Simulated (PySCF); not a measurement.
Species: C4H8FSSi2 (doublet state).
Z-matrix (Å and degrees, GFN2-xTB geometry), rows numbered from 1:
```
C 
C   1  1.2768
C   2  1.5157  1  132.53
C   3  1.5425  2   99.43  1  -174.87
S   4  1.8319  3  115.91  2  -137.51
Si  5  2.1442  4  106.29  3    67.48
Si  4  1.9115  3   93.67  2    -7.32
F   7  1.6169  2  110.71  1   -71.69
H   1  1.0641  2  138.88  3   178.72
H   3  1.0898  2  112.70  1   -54.46
H   3  1.0905  2  110.97  1    66.90
H   4  1.0906  3  110.58  2   107.01
H   6  1.4555  5  109.61  4    81.26
H   6  1.4543  5  101.41  4  -159.49
H   6  1.4579  5  108.71  4   -41.01
H   7  1.4460  2  129.86  1    57.02
```

The hyperfine couplings belong to this conformer and change with its torsions.

The species is `[H]/[C]=C1/C[C@@H](S[SiH3])[Si@H]1F` [radical].

Theory: PySCF 2.14.0, UKS B3LYP, pcH-1 on C F H S Si, non-relativistic, mean-field spin-orbit, GIAO. One conformer (not necessarily the lowest) at the GFN2-xTB geometry, without solvent, vibrations or thermal averaging. The geometry wasn't refined by DFT: couplings that depend on bond lengths, twists or pyramidal angles can differ widely from those at the functional's own minimum. Stability of the SCF solution: not tested.

The isotropic 13C couplings are +233.4, +62.7, -35.0, +5.8 MHz. Assign them to C1; C2; C3; C4.

| site | a_iso (MHz) | ρ(0) (bohr⁻³) | position | distance from C1 (Å) | spin population | largest \|T\| (MHz) |
| --- | --- | --- | --- | --- | --- | --- |
| C1 | +233.4 | +0.2078 | largest spin population | 0.00 | +0.94 | 132.0 |
| C2 | -35.0 | -0.0312 | 1 bond from C1 | 1.28 | -0.17 | 18.3 |
| C3 | +62.7 | +0.0558 | 2 bonds from C1 | 2.56 | +0.05 | 11.0 |
| C4 | +5.8 | +0.0052 | 3 bonds from C1 | 3.60 | +0.01 | 2.7 |

ρ(0) is the spin density at the nucleus and T the dipolar tensor; a_iso includes a spin–orbit part; entries for several nuclei are means. The largest Mulliken spin populations are on C1 (+0.94), C2 (-0.17) and Si7 (+0.14). No atom but C1 exceeds +0.15. The positive populations add up to 1.17 and the negative ones to -0.17, together 2S = 1.

Means are taken over nuclei equivalent by connectivity, which assumes that they swap fast.
